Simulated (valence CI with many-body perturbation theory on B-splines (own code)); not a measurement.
## Run record, Cr⁹⁺

Calculated by relativistic CI+MBPT: five valence electrons over a frozen Dirac-Fock core [Ne], a basis of 6 s, 6 p, 5 d, 3 f, 1 g functions for each j, with the one-electron correlation potential Σ1 (screened to all orders), the two-electron term Σ2, the three-electron term Σ3, Breit, model QED; selected single and double excitations, second order for the rest, scaled by the run's own slope (own B-spline code, finite nucleus).

Command, and the settings that its task file holds:

```sh
python run_cv.py task.json out
```

```
atom Cr  Z=24  mass_number=52  rms_radius_fm=3.6452
core [Ne]
valence 3s2 3p3
avg = 1
basis = S
breit = 1
cap = 10000
capref = 1200
cscale = 1
de = 2.178
dress = 0
eps = 2e-08
extrap = 1
h = 0.27
hh = 1
l2 = 3
lcore = 6
maxit = 60
n2 = 5
natural = 1
nlev = 21
nno = [3, 3, 3, 2, 1]
nroot = 26
nsp = [3, 3, 2, 1, 0]
pt2 = 1
qed = 1
rpa = 1
s1 = 1
s2 = 1
s3 = 1
screen = 1
tol = 2e-05
whole = 1
```

It took 52 s on 1 thread of Arm Neoverse N1, on a shared host.

Log. The first blocks belong to the next ion, which gives the ionisation energy. Fields: 2J, parity (1 odd), roots, reference size, generating configurations, candidates as configurations/state functions, variational space P, stored matrix elements, Davidson steps; e2 is the range of second-order energies in hartree. The first line gives the box (bohr), its intervals, the orbitals and the steps of their self-consistent field. Window is the range of levels sought, series limit the energy at which the first omitted orbital would enter, core excitation an estimate of the first excitation out of the core, left out the lowest levels not solved, and shifts from estimates the range by which levels moved from their first estimate, all in cm⁻¹.

```
rmax 8.4 intervals 62 orbitals 36 references ['3s2 3p3', '3s 3p4', '3s2 3p2 3d', '3p5', '3s 3p3 3d'] scf 7 t 1.7
2J=0 par=0 roots 2 ref 24 generators 10 cand 702/967 P 722/991 nnz 0 it 0
2J=0 par=0 roots 2 ref 24 generators 20 cand 2350/3886 P 3072/4877 nnz 1.5e+06 it 8
   second order: generators 45 cand 7908/15370 e2 -0.00003 -0.00002
2J=2 par=0 roots 2 ref 38 generators 12 cand 374/959 P 393/997 nnz 0 it 0
2J=2 par=0 roots 2 ref 38 generators 26 cand 1203/3979 P 1596/4976 nnz 2.7e+06 it 7
   second order: generators 56 cand 11004/49189 e2 -0.00065 -0.00022
2J=4 par=0 roots 2 ref 55 generators 12 cand 387/941 P 412/996 nnz 0 it 0
2J=4 par=0 roots 2 ref 55 generators 25 cand 1056/3880 P 1468/4876 nnz 2.8e+06 it 6
   second order: generators 44 cand 9533/55128 e2 -0.00039 -0.00030
reference levels 428, estimated 47, window 387180 1/cm; series limit 1461947, core excitation 4628787
2J=3 par=1 roots 4 ref 42 generators 16 cand 229/1012 P 950/3546 nnz 1.7e+06 it 5
2J=3 par=1 roots 4 ref 42 generators 34 cand 1040/6328 P 1990/9874 nnz 9.1e+06 it 9
   second order: generators 69 cand 24984/324934 e2 -0.00351 -0.00076
2J=5 par=1 roots 2 ref 36 generators 13 cand 173/854 P 811/3368 nnz 1.5e+06 it 4
2J=5 par=1 roots 2 ref 36 generators 21 cand 954/6615 P 1765/9983 nnz 9.7e+06 it 8
   second order: generators 50 cand 21137/326651 e2 -0.00344 -0.00144
2J=1 par=1 roots 2 ref 28 generators 13 cand 212/942 P 1093/3398 nnz 1.3e+06 it 5
2J=1 par=1 roots 2 ref 28 generators 24 cand 1660/6598 P 2753/9996 nnz 7.5e+06 it 6
   second order: generators 52 cand 21966/165122 e2 -0.00070 -0.00062
2J=5 par=0 roots 6 ref 71 generators 21 cand 162/929 P 821/3472 nnz 1.4e+06 it 5
2J=5 par=0 roots 6 ref 71 generators 36 cand 978/6085 P 1799/9557 nnz 8.5e+06 it 9
   second order: generators 86 cand 25143/406123 e2 -0.00567 -0.00249
2J=3 par=0 roots 6 ref 69 generators 20 cand 206/979 P 902/3540 nnz 1.4e+06 it 18
2J=3 par=0 roots 6 ref 69 generators 36 cand 1071/6459 P 1973/9999 nnz 8.5e+06 it 11
   second order: generators 82 cand 25092/327152 e2 -0.00452 -0.00167
2J=1 par=0 roots 5 ref 45 generators 18 cand 267/958 P 1192/3418 nnz 1.1e+06 it 9
2J=1 par=0 roots 5 ref 45 generators 34 cand 1578/6454 P 2770/9872 nnz 7.1e+06 it 11
   second order: generators 82 cand 25021/198047 e2 -0.00190 -0.00061
2J=7 par=0 roots 4 ref 51 generators 16 cand 211/960 P 846/3388 nnz 1.4e+06 it 8
2J=7 par=0 roots 4 ref 51 generators 37 cand 920/6492 P 1766/9880 nnz 9.1e+06 it 10
   second order: generators 72 cand 26024/455879 e2 -0.00420 -0.00360
2J=9 par=0 roots 2 ref 31 generators 9 cand 143/1033 P 957/3623 nnz 1.6e+06 it 6
2J=9 par=0 roots 2 ref 31 generators 24 cand 909/6186 P 1866/9809 nnz 9.1e+06 it 8
   second order: generators 51 cand 20194/337599 e2 -0.00278 -0.00233
left out: unestimated 548571, estimated 445485, shifts from estimates -33 to 99
operators 1.0
```

The Davidson iterations converged.

No measured spectrum was set against this ion. As an estimate, levels of excited configurations hold to 0.05 to 0.15 % of their energy, terms of the ground configuration to about 0.5 %. Among the levels kept, up to 1200 cm⁻¹ of a level comes from second order outside the variational space, and about a tenth of that is noise between levels of different J, which matters for small intervals.

| Quantity | Value |
| --- | --- |
| Valence energy | -56.90826 hartree |
| Ionisation energy | 241.89 eV (NIST: 244.5 ± 0.5 eV (semi-empirical)) |
| Reference configurations for the orbitals | 3s2 3p3, 3s 3p4, 3s2 3p2 3d, 3p5, 3s 3p3 3d |
| Radial orbitals | 36 |
| Box radius | 8.429 bohr |
| Largest variational space | 9999 |
| Lowest levels | 3s²3p³ ⁴S°_3/2 0, 3s²3p³ ²D°_3/2 37538, 3s²3p³ ²D°_5/2 39889, 3s²3p³ ²P°_1/2 64502, 3s²3p³ ²P°_3/2 67719, 3s3p⁴ ⁴P_5/2 233870, 3s3p⁴ ⁴P_3/2 239960, 3s3p⁴ ⁴P_1/2 242900, 3s3p⁴ ²D_3/2 289940, 3s3p⁴ ²D_5/2 290920, 3s²3p²3d ²P_3/2 333710, 3s3p⁴ ²P_1/2 337790, 3s3p⁴ ²S_1/2 349450, 3s²3p²3d ⁴F_3/2 367990 cm⁻¹ |

Names give the largest LS component (configuration and term), which can be under half, so a name can repeat, a term be missing and a line seem to break the LS rules; names also repeat where a configuration has a term twice.
